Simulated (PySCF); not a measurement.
Excitations are Tamm–Dancoff values on a coarser integration grid. The basis has no diffuse functions, so Rydberg states are missing or too high.

**H2Cl2Si, SMILES `Cl[SiH2]Cl` (charge 0, multiplicity 1)**

Level of theory: r2SCAN-D4/def2-TZVP in PySCF 2.14.0.

The HOMO is -8.09 eV. The dipole moment is 0.231 e·Å and the HOMO–LUMO gap is 7.57 eV. The LUMO comes out as -0.52 eV and the S1 excitation (TDA) is 7.60 eV. The S1 oscillator strength comes out as 0.007 and the T1 excitation (TDA) comes out as 7.18 eV. The S1–T1 gap (TDA) is 0.42 eV, the vertical ionisation energy (Delta-SCF) is 11.05 eV and the total energy is -32956.89 eV. The cost comes out as very roughly 2.2 core-minutes.

```xyz
5

Cl     1.6796     1.0181     0.0918
Si    -0.0009    -0.1404     0.0012
Cl    -1.6660     1.0385    -0.1099
H      0.0674    -0.9694    -1.2159
H     -0.0801    -0.9469     1.2327
```
Charge 0, spin multiplicity 1.
